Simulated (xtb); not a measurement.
Se(SH)(SiH3) (H4SSeSi), SMILES [SiH3][Se]S. All values are semi-empirical tight-binding results from xtb (GFN2-xTB unless named), good for trends rather than for accurate numbers. The structure is a stationary point at GFN2-xTB. The values are those of a single conformer.

| Property | Value |
|---|---|
| orbital gap | 3.10 eV |
| zero-point energy | 20.6 kcal/mol |
| G − E(el) at 298.15 K (modified RRHO) | 0.8 kcal/mol |
| static polarisability (D4 model) | 78.4 bohr³ |
| solvation energy, GFN2-xTB/ALPB(water) | -1.6 kcal/mol |
| solvation energy, GFN2-xTB/ALPB(chcl3) | -5.7 kcal/mol |
